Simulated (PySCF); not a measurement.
**Te (tellurium, neutral) across methods**

[Kr] 4d10 5s2 5p3 6s1, 6s spin antiparallel (an excited configuration). Calculation: PySCF 2.14, in aug-cc-pVQZ-DK3; the spin-free X2C one-electron Hamiltonian (Gaussian nucleus).

```csv
method,E (hartree),mean ε 5s β (eV),mean ε 5p α (eV),mean ε 6s β (eV),Σ⟨r²⟩ (bohr²),⟨S²⟩
UHF,-6790.41230,-20.054,-14.135,-2.798,92.38,3.002
LDA,-6786.87,-17.759,-9.827,-1.899,88.74,3.001
PBE0,-6792.91,-18.395,-11.098,-2.260,91.13,3.001
PBE,-6792.83,-17.391,-9.834,-1.943,90.99,3.001
```

(1) Estimate the same row for r2SCAN.

The outer electron is Rydberg-like, and this basis confines it to a smaller radius and binds it less than a complete one would. With the s spin flipped the determinant is a mixture of two multiplicities, not a spectroscopic state.

## Answers

(1) E (hartree) = -6793.26; mean ε 5s β (eV) = -17.098; mean ε 5p α (eV) = -10.275; mean ε 6s β (eV) = -1.999; Σ⟨r²⟩ (bohr²) = 89.74; ⟨S²⟩ = 3.002.
